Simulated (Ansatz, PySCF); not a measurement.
This Ansatz (an electronic-structure program) input computes a SVWN5/def2-TZVPD energy:

Ansatz 0.2 input:
```yaml
crystal:
  periodic: [false, false, false]
  atoms:
    - {symbol: O, position_ang: [-1.29736548, 0.95437683, 0.35818968]}
    - {symbol: C, position_ang: [-0.86902835, 0.07029536, -0.36861758]}
    - {symbol: B, position_ang: [0.67256538, -0.14630227, -0.45264912]}
    - {symbol: F, position_ang: [1.53000965, -0.76070056, 0.29653957]}
    - {symbol: H, position_ang: [-1.53981979, -0.47897051, -1.05942239]}
basis:
  gaussian:
    orbitals: def2-TZVPD
hamiltonian:
  xc: {name: SVWN5}
magnetization: {spin_polarized: true, initial_magnetization: 1}
output: {forces: true}
```

Q: Write an input for the same energy in PySCF and say what it gives.

A: 
```python
from pyscf import gto, scf, dft

mol = gto.M(
    atom='''
    O    -1.29736548    0.95437683    0.35818968
    C    -0.86902835    0.07029536   -0.36861758
    B     0.67256538   -0.14630227   -0.45264912
    F     1.53000965   -0.76070056    0.29653957
    H    -1.53981979   -0.47897051   -1.05942239
    ''',
    basis='def2-tzvpd',
    charge=0,
    spin=1,
    verbose=4,
)

mf = dft.UKS(mol, xc='svwn').density_fit(auxbasis='def2-universal-jkfit')
mf.grids.level = 3
mf.conv_tol = 1e-9
mf.max_cycle = 100
mf.max_memory = 1500
mf.kernel()
if not mf.converged:
    mf = mf.newton()
    mf.kernel(mf.make_rdm1())
for _ in range(2):
    mo, _, stable, _ = mf.stability(return_status=True)
    if stable:
        break
    mf.kernel(mf.make_rdm1(mo, mf.mo_occ))
mf.analyze()
```
It gives -236.88104 Eh, and Ansatz -236.88101 Eh, a difference of 0.03 mEh, from the treatment of integrals and grids.

It need not be the lowest isomer of its formula.
